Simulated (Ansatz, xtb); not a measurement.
## Relative energy of two structures of CH3GeO

We compare I, `[CH2][O][GeH]`, a doublet, with II, a doublet given by its coordinates. Both are isolated molecules in the gas phase, relaxed with B3LYP-D3(BJ)/def2-SVP; the shapes shown needn't be the lowest conformers.

I (Å):

```yaml
atoms:
  - { symbol: C, position_ang: [0.2809, -0.7777, -0.3443] }
  - { symbol: Ge, position_ang: [-1.3511, -2.1945, 1.5765] }
  - { symbol: O, position_ang: [-0.8791, -1.0282, 0.1591] }
  - { symbol: H, position_ang: [1.1879, -1.2662, 0.0426] }
  - { symbol: H, position_ang: [0.3385, -0.0611, -1.1720] }
  - { symbol: H, position_ang: [-2.8877, -1.7818, 1.3961] }
```

II (Å):

```yaml
atoms:
  - { symbol: C, position_ang: [0.1189, -1.1389, -0.1432] }
  - { symbol: Ge, position_ang: [-1.3783, -0.9806, 1.6931] }
  - { symbol: O, position_ang: [-0.4964, -0.0388, 0.1727] }
  - { symbol: H, position_ang: [1.2120, -1.2117, -0.0169] }
  - { symbol: H, position_ang: [-0.3904, -1.9094, -0.7495] }
  - { symbol: H, position_ang: [-2.3734, -1.7917, 0.7139] }
```

Close contacts (Å): C1–Ge2 2.37, C1–O3 1.30, Ge2–O3 1.99, C1–H4 1.10, C1–H5 1.10, Ge2–H6 1.61.

Energies in hartree; the thermal terms are from B3LYP-D3(BJ)/def2-SVP harmonic frequencies (ideal gas, rigid rotor, one conformer each, 298.15 K, 1 atm) and include the zero-point energy:

```
                               I            II
E, CCSD(T)/def2-SVP  −2189.977512  −2189.970795
    E, MP2/def2-SVP  −2189.933100  −2189.930270
  E, MP2/def2-TZVPP  −2190.436119  −2190.438699
  zero-point energy      0.033704      0.034037
       H(298 K) − E      0.039380      0.039537
       G(298 K) − E      0.005641      0.006075
```

Q: Correct the CCSD(T) difference for the basis set by the MP2 change, then work out ΔE, ΔE₀, ΔH and ΔG for I → II in kJ/mol (1 Eh = 2625.50 kJ/mol) and the equilibrium ratio [II]/[I].

A: 1. Differences II − I: CCSD(T) +0.006717, MP2 in the small set +0.002830, MP2 in the large set −0.002580 Eh.
2. ΔE = +0.006717 + (−0.002580 − (+0.002830)) = +0.001307 Eh = +3.43 kJ/mol.
3. ΔE₀ = ΔE + ΔZPE = +0.001307 + (+0.000333) Eh = +4.31 kJ/mol.
4. ΔH = ΔE + (+0.000157) Eh = +3.84 kJ/mol.
5. ΔG = ΔE + (+0.000434) Eh = +4.57 kJ/mol, so ΔS = (ΔH − ΔG)/T = −2.4 J/(mol K).
6. kT = 0.9442 mEh, so K = [II]/[I] = exp(−ΔG/kT) = exp(−1.84) ≈ 0.16.

Structure I is favoured at this temperature. An error of 4 kJ/mol in ΔG would change K by a factor of 5. The basis-set step is large, which makes the value less sure. Large T1 diagnostics make the coupled-cluster value less sure. Mirror images and further conformers aren't counted.

Other levels gave ΔE = +15.4 (GFN2-xTB); +30.8 (HF/STO-3G, GFN2-xTB geometries); +23.6 (r2SCAN-D4/def2-SVP, GFN2-xTB geometries); +25.2 (B3LYP-D3(BJ)/def2-SVP); +29.6 (HF/def2-SVP); +7.4 (MP2/def2-SVP); +17.6 (CCSD(T)/def2-SVP) kJ/mol. Open shells are spin-unrestricted. The correlated steps freeze 11 core orbitals; the filled d shell of Ge is correlated, in a basis made for valence electrons. Programs: Ansatz 0.2.0, xtb 6.7.1.
